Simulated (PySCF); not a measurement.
**How methods differ on the excitation energy of Si²⁺**

Si²⁺ [Ne] 3s2 (1S) → Si²⁺ [Ne] 3s1 3p1 (3P), as a difference of total energies. Computed with PySCF 2.14 in x2c-TZVPPall, with the spin-free X2C one-electron Hamiltonian (Gaussian nucleus). Correlated levels: valence: [Ne] frozen. The calculations carry no spin-orbit coupling.

```csv
method,excitation energy (cm⁻¹)
UHF,43060
MP2 (valence),49394
SCS-MP2 (valence),51169
CCSD (valence),51799
```

A first-order spin-orbit estimate (lowest level to lowest level, LS coupling) adds -0.028 eV.

The basis was made for the ground configuration and has no added diffuse functions, so the excitation energy can come out too high.

With two correlated electrons CCSD is exact in that space.
